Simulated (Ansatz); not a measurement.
Z-matrix (Å, degrees):
```
B
Sn 1 2.396
Cl 1 1.985 2 73.1
C 1 1.581 2 62.7 3 114.2
H 1 1.322 2 59.3 3 -109.9
H 1 1.197 2 162.1 3 -107.6
H 4 1.087 1 117.5 2 -112.6
H 4 1.092 1 116.4 2 110.7
```

Charge 0, multiplicity 1. Sn: def2 effective core potential. The bonds changed during the relaxation, so this is another structure than the one it started from.

(1) List the B3LYP/def2-TZVPP orbital energies in eV (Ansatz). (Estimate.)

## Answers

(1) Computed: Occupied: -2762.37, -276.10, -257.11, -196.09, -196.05, -195.97, -183.84, -139.20, -94.14, -94.07, -93.82, -28.37, -28.36, -28.14, -28.13, -28.08, -22.45, -18.58, -14.36, -12.44, -11.57, -9.94, -9.53, -9.10, -8.84, -8.06, -6.39. Lowest empty: -2.37, -1.60, 0.17, 1.01, 1.59, 1.88, 2.21, 2.63.

B3LYP here is the variant with VWN-RPA as its local correlation; programs differ in this.
